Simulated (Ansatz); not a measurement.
Start from `BCCB` and change one atom or group to get `BCCN`.

Ansatz, PBE0-D4/def2-TZVP geometries, multiplicity 1. Each molecule was computed in one conformer, which needn't be the lowest.

```json
{"property": "HOMO energy (PBE0/def2-TZVPP) / eV", "`BCCB`": "-8.53"}
{"property": "HOMO–LUMO gap (B3LYP/def2-TZVPP) / eV", "`BCCB`": "7.66"}
{"property": "size of the dipole moment (ωB97M-V/def2-TZVPP) / D", "`BCCB`": "0.90"}
{"property": "size of the dipole moment (B3LYP/def2-TZVPP) / D", "`BCCB`": "0.90"}
{"property": "LUMO energy (B3LYP/def2-TZVPP) / eV", "`BCCB`": "-0.63"}
{"property": "HOMO–LUMO gap (ωB97M-V/def2-TZVPP) / eV", "`BCCB`": "12.10"}
```

Question: What does the change do to each property? (An estimate is asked.)

Answer: Ansatz gave: 
| property | `BCCN` | shift |
| --- | --- | --- |
| HOMO energy (PBE0/def2-TZVPP) / eV | -6.82 | 1.71 |
| HOMO–LUMO gap (B3LYP/def2-TZVPP) / eV | 5.00 | -2.66 |
| size of the dipole moment (ωB97M-V/def2-TZVPP) / D | 1.33 | 0.43 |
| size of the dipole moment (B3LYP/def2-TZVPP) / D | 1.31 | 0.41 |
| LUMO energy (B3LYP/def2-TZVPP) / eV | -1.59 | -0.96 |
| HOMO–LUMO gap (ωB97M-V/def2-TZVPP) / eV | 9.78 | -2.32 |

With PBE0 the HOMO rises by 1.71 eV and the LUMO falls by 0.90 eV, so the gap narrows by about 2.61 eV. PBE moves the HOMO by 2.00 eV and ωB97M-V by 1.55 eV. Dipoles are sizes alone; their direction can turn.

B3LYP here is the variant with VWN-RPA as its local correlation; programs differ in this.
